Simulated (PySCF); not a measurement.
One reaction down a group: Cu, Ag, Au

The same gas-phase reaction for Cu, Ag, Au:
- 2 Cu + 2 HF → 2 CuH + F2
- 2 Ag + 2 HF → 2 AgH + F2
- 2 Au + 2 HF → 2 AuH + F2

Method: PySCF energies plus ideal-gas RRHO corrections (1 bar). † marks an energy on the PBE0/def2-TZVP geometry and frequencies; other levels use their own. MP2 and CCSD(T) freeze the core. Open shells (unrestricted): Cu (multiplicity 2), Ag (multiplicity 2), Au (multiplicity 2); the rest are closed-shell singlets. Ag, Au: scalar-relativistic def2 core potential, no spin-orbit coupling. Cu: all electrons, no relativistic terms. MP2 isn't extrapolated to the basis-set limit. CCSD(T) isn't extrapolated to the basis-set limit. The harmonic model lacks anharmonicity and excited electronic states, which grow with temperature; levels with a mode under 35 cm⁻¹ are left out. Warning, large T1 diagnostic: AgH, AuH, CuH (CCSD(T)/def2-SVP†).

ΔH°(298 K) in kJ, by level:

| level | Cu | Ag | Au |
|---|---|---|---|
| ωB97M-V/def2-TZVP† | 432.6 | 490.3 | 401.8 |
| PBE0/def2-TZVP | 466.6 | 519.8 | 392.1 |
| MP2/def2-SVP† | 476.9 | 541.4 | 392.6 |
| CCSD(T)/def2-SVP† | 444.1 | 500.1 | 367.5 |
| HF/def2-TZVP† | 661.1 | 697.8 | 604.8 |

At ωB97M-V/def2-TZVP†, ΔH° is not monotonic: it is lowest for Au and highest for Ag, over a range of 88.5 kJ; the steps are +57.7, -88.5 kJ. 5 of the 5 levels shown give the same order. The levels scatter most for Au (237.3 kJ between the highest and the lowest) and least for Ag (207.5 kJ). ΔS°(298 K) runs from -85.1 to -82.3 J/K, so TΔS° at 298 K spreads over 0.8 kJ among the members, against 88.5 kJ for ΔH°.

Free energies at ωB97M-V/def2-TZVP†:

```tsv
member	ΔS°(298 K), J/K	ΔG°(298 K), kJ	ΔG°(800 K), kJ	ΔG° changes sign
Cu	-85.1	458	503	none from 298 to 2500 K
Ag	-82.3	515	558	none from 298 to 2500 K
Au	-84.0	427	472	none from 298 to 2500 K
```

The NASA 1993 table holds none of these reactions whole; the comparison is among the levels.
